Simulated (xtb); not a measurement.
xtb input (GFN-FF):

```bash
xtb mol.xyz --gfnff --opt tight --chrg 0 --uhf 0
```
mol.xyz:
```
15

C      3.31435587    -0.27289425    -0.48864861
O      2.07571193    -0.44820275     0.22819267
C      0.97449523     0.03138419    -0.35871793
F      0.74649421    -0.53631205    -1.57722708
F      1.04992413     1.37368149    -0.58582249
C     -0.23558957    -0.26120208     0.57532435
F     -0.31867865    -1.59368400     0.76261049
F     -0.01228664     0.33495496     1.76369321
C     -1.62550659     0.22400373     0.06594852
F     -1.64209624     1.54758451    -0.09939011
F     -2.54949612    -0.10132896     0.97551601
F     -1.94521334    -0.36043994    -1.08977262
H      3.27330440    -0.78678071    -1.44789134
H      4.07343100    -0.72176560     0.14380283
H      3.52321323     0.78631483    -0.63135762
```

End of the output:

```
         :::::::::::::::::::::::::::::::::::::::::::::::::::::
         ::                     SUMMARY                     ::
         :::::::::::::::::::::::::::::::::::::::::::::::::::::
         :: total energy              -1.952700376880 Eh    ::
         :: gradient norm              0.000192284216 Eh/a0 ::
         ::.................................................::
         :: bond energy               -1.935640891790 Eh    ::
         :: angle energy               0.001180884729 Eh    ::
         :: torsion energy             0.000000362050 Eh    ::
         :: repulsion energy           0.122431327801 Eh    ::
         :: electrostat energy        -0.123970648617 Eh    ::
         :: dispersion energy         -0.007322692227 Eh    ::
         :: HB energy                  0.000000000000 Eh    ::
         :: XB energy                  0.000000000000 Eh    ::
         :: bonded atm energy         -0.009378718825 Eh    ::
         :: external energy            0.000000000000 Eh    ::
         :: add. restraining           0.000000000000 Eh    ::
         :: total charge              -0.000000000000 e     ::
         :::::::::::::::::::::::::::::::::::::::::::::::::::::

           -------------------------------------------------
          |                Property Printout                |
           -------------------------------------------------
Note: The following floating-point exceptions are signalling: IEEE_UNDERFLOW_FLAG IEEE_DENORMAL
normal termination of xtb

molecular dipole:
                 x           y           z       tot (Debye)
 q only:        2.589      -0.119      -0.564       6.743
           -------------------------------------------------
          |                Geometry Summary                 |
           -------------------------------------------------

      molecular mass/u    :      200.0549929
   center of mass at/Å    :       -0.0432190      -0.0064856       0.0257225
  moments of inertia/u·Å² :        0.3090799E+03   0.6939432E+03   0.7250947E+03
rotational constants/cm⁻¹ :        0.5454134E-01   0.2429252E-01   0.2324887E-01

 * 12 selected distances

     #   Z          #   Z                                           value/Å
     1   6 C        2   8 O                                       1.3868876
     2   8 O        3   6 C                                       1.4182544 (max)
     3   6 C        4   9 F                                       1.3372032
     3   6 C        5   9 F                                       1.3372032
     6   6 C        7   9 F                                       1.3362211
     6   6 C        8   9 F                                       1.3362211
     9   6 C       10   9 F                                       1.3393045
     9   6 C       11   9 F                                       1.3397211
     9   6 C       12   9 F                                       1.3393045
     1   6 C       13   1 H                                       1.0951919
     1   6 C       14   1 H                                       1.0938513 (min)
     1   6 C       15   1 H                                       1.0951919

 * 3 distinct bonds (by element types)

   Z      Z             #   av. dist./Å        max./Å        min./Å
   1 H    6 C           3     1.0947450     1.0951919     1.0938513
   6 C    8 O           2     1.4025710     1.4182544     1.3868876
   6 C    9 F           7     1.3378827     1.3397211     1.3362211

optimized geometry written to: xtbopt.xyz

           -------------------------------------------------
          | TOTAL ENERGY               -1.952700376880 Eh   |
          | GRADIENT NORM               0.000192284216 Eh/α |
           -------------------------------------------------
########################################################################
[WARNING] Runtime exception occurred
-1- gfnff_setup: Could not read topology file.
########################################################################

------------------------------------------------------------------------
------------------------------------------------------------------------
 total:
 SCF:
 ANC optimizer:
```
